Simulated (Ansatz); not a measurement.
**Molecular dynamics of ClGaH₃N**

Input:

```yaml
crystal:
  periodic: [false, false, false]
  atoms:
    - { symbol: Ga, position_ang: [0.296357, 0.339635, -0.688079] }
    - { symbol: Cl, position_ang: [0.956683, -0.462867, 1.670292] }
    - { symbol: H, position_ang: [1.618817, 0.255746, 0.254488] }
    - { symbol: "N", position_ang: [-1.463105, 0.024667, -0.883198] }
    - { symbol: H, position_ang: [-2.022787, -0.393353, -0.156628] }
    - { symbol: H, position_ang: [-2.000864, 0.236173, -1.706678] }
basis:
  gaussian: { orbitals: def2-SVP }
hamiltonian:
  xc: { name: BHLYP }
  dispersion: d4
md:
  timestep: 0.5
  n_steps: 200
  ensemble: nve
  temperature: 300.0
  initial_velocities: maxwell_boltzmann
  seed: 6688
```

Command:

```bash
$ ansatz run input.yaml --threads 1 --pin off --max-ram 2048MiB --backend cpu --events-out ev --progress --plain --runs-dir out
```

It starts at the highest image of a converged band. Of that band: Neighbouring images differ by up to 1.2 eV, so the band resolves the path poorly. A vibrational analysis at the climbing image gives one clearly imaginary mode, 1134i cm⁻¹: a first-order saddle point.

Output, in part (step lines, the closing report, with atoms numbered from 0):

```
md step     0: t =     0.00 fs  T =   300.0 K  F+E_penalty+E_count = -66425.65240934 eV  E_kin = 0.155112 eV  conserved = -66425.49729735 eV  (28 SCF iters)
md step     1: t =     0.50 fs  T =   298.8 K  F+E_penalty+E_count = -66425.65178337 eV  E_kin = 0.154489 eV  conserved = -66425.49729396 eV  (26 SCF iters)
md step     2: t =     1.00 fs  T =   295.2 K  F+E_penalty+E_count = -66425.64994104 eV  E_kin = 0.152655 eV  conserved = -66425.49728578 eV  (26 SCF iters)
md step     3: t =     1.50 fs  T =   289.6 K  F+E_penalty+E_count = -66425.64701057 eV  E_kin = 0.149736 eV  conserved = -66425.49727409 eV  (27 SCF iters)
md step     4: t =     2.00 fs  T =   282.2 K  F+E_penalty+E_count = -66425.64317771 eV  E_kin = 0.145917 eV  conserved = -66425.49726048 eV  (27 SCF iters)
md step     5: t =     2.50 fs  T =   273.5 K  F+E_penalty+E_count = -66425.63866051 eV  E_kin = 0.141414 eV  conserved = -66425.49724641 eV  (26 SCF iters)
md step     6: t =     3.00 fs  T =   263.9 K  F+E_penalty+E_count = -66425.63368600 eV  E_kin = 0.136453 eV  conserved = -66425.49723284 eV  (27 SCF iters)
md step     7: t =     3.50 fs  T =   253.9 K  F+E_penalty+E_count = -66425.62847482 eV  E_kin = 0.131255 eV  conserved = -66425.49722010 eV  (27 SCF iters)
[... lines left out ...]
Total energy: -66426.36660033 eV, -2441.1239471535 hartree
Atom 0 at     0.239429     0.530085    -1.276294 Å, force    -1.108382    -0.565828     0.869440 eV/Å
Atom 1 at     1.027350    -0.691770     2.473561 Å, force    -0.787023    -1.887759     0.774904 eV/Å
Atom 2 at     0.542147    -1.872441     2.945551 Å, force     0.786519     1.924074    -0.824252 eV/Å
Atom 3 at    -1.307120    -0.157993    -0.309556 Å, force     0.714941     0.407594    -0.554991 eV/Å
Atom 4 at    -1.457312    -0.348081     0.674552 Å, force     0.368393     0.092993    -0.100369 eV/Å
Atom 5 at    -2.204799    -0.265821    -0.763443 Å, force     0.025552     0.028926    -0.164732 eV/Å
Dipole moment:    -0.212754    -0.298024     0.254675 e Å
```

The steps, from the saved trajectory:

```tsv
time (fs)	T (K)	potential energy less start (eV)	conserved less start (meV/atom)
0	300	0.000	0.00
3	264	0.019	0.01
6	210	0.047	0.02
9	217	0.043	0.03
12	378	-0.040	0.04
15	654	-0.184	-0.14
18	771	-0.243	0.11
21	1178	-0.455	-0.17
24	1139	-0.433	0.09
27	1543	-0.644	-0.31
30	1434	-0.586	0.00
33	1338	-0.537	-0.05
36	1209	-0.470	0.03
39	1335	-0.536	-0.16
42	1389	-0.564	-0.24
45	1248	-0.490	0.08
48	1525	-0.634	-0.12
51	1522	-0.631	0.15
54	1836	-0.796	-0.32
57	1560	-0.651	0.12
60	1817	-0.786	-0.30
63	1530	-0.635	0.20
66	1669	-0.709	-0.15
69	1496	-0.618	0.09
72	1777	-0.765	-0.29
75	1764	-0.758	-0.15
78	1676	-0.711	0.02
81	1698	-0.723	-0.05
84	1640	-0.693	0.03
87	1781	-0.767	-0.33
90	1456	-0.597	0.12
93	1734	-0.743	-0.23
96	1568	-0.654	0.24
99	1813	-0.784	-0.22
```

All steps were run. The conserved energy stayed within 0.35 meV per atom of its start (net change -0.0088 meV per atom), so the integration is sound. The kinetic energy rose, since the run started high on the potential surface and went downhill. It ends in pieces (ClH + GaH2N), so much of that is their flight and rotation, not heat. A run of 0.1 ps of so small a system gives no equilibrium averages. The orbitals stay closed-shell, which can raise the energy where a bond breaks towards radicals; this wasn't checked here.

Between its relaxed ends the band would form Cl2–H3 and break Ga1–Cl2, Ga1–H3. These pairs go: Cl2–H3 1.72 → 1.36 Å, Ga1–Cl2 2.58 → 4.02 Å, Ga1–H3 1.63 → 4.87 Å. In the last frame they stand as after the step (other bonds may differ from the relaxed reactants and products). It ends as ClH + GaH2N. Pairs count as bonded within 1.25 times the sum of covalent radii (0.12 Å more for H–H).

Last frame:

```xyz
6
Properties=species:S:1:pos:R:3
Ga 0.239 0.530 -1.276
Cl 1.027 -0.692 2.474
H 0.542 -1.872 2.946
N -1.307 -0.158 -0.310
H -1.457 -0.348 0.675
H -2.205 -0.266 -0.763
```

Run time: 8.4 min on 1 thread of Arm Neoverse V2 (shared host), peak memory 0.18 GiB.
